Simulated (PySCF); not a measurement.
A made-up structure of NaSnH3, singlet:

```
atom    x (Å)    y (Å)    z (Å)
 Na1  -2.7584   0.3660   0.2876
 Sn2   0.1075  -0.0156  -0.0146
  H3  -4.2293   1.5455   0.8586
  H4   0.7086  -1.6304   0.1882
  H5   1.1337   0.8647   1.0727
```

It is relaxed with PBE-D4/def2-SVP and then PBE0-D4/def2-TZVP (PySCF 2.14 with density fitting (its default auxiliary sets; JK sets also for MP2 and CCSD(T))). Atoms count as bonded within 1.22 times the sum of their covalent radii (H–H: 0.88 Å). The end point is not checked to be a true minimum.

Problem. Does its bonding change? (Judge from chemistry; the calculation decides.)

Solution. By the calculation: Yes. Formed: Sn2–H3; broken: Na1–H3.

Where it ends: The first stage lowers the energy by 1.98 eV in 37 steps. It ends as NaSnH₃ ([Na][SnH3]):
| atom | x (Å) | y (Å) | z (Å) |
| --- | --- | --- | --- |
| Na1 | -2.7660 | 0.9282 | -1.5606 |
| Sn2 | -0.9510 | 0.1719 | 0.5804 |
| H3 | -1.5079 | 0.4202 | 2.2045 |
| H4 | -0.4621 | -1.4915 | 0.6421 |
| H5 | 0.5855 | 0.9765 | 0.6243 |

Labels in which every atom is bracketed show which atoms are joined, not bond orders.

For scale, one of the runs: PBE0-D4/def2-TZVP relaxation, 100 basis functions, launched by `OMP_NUM_THREADS=2 python run.py`. The run took 28 s on 2 CPU threads of an Intel Xeon Platinum 8375C (shared host), with 0.99 GiB of host memory at its peak.
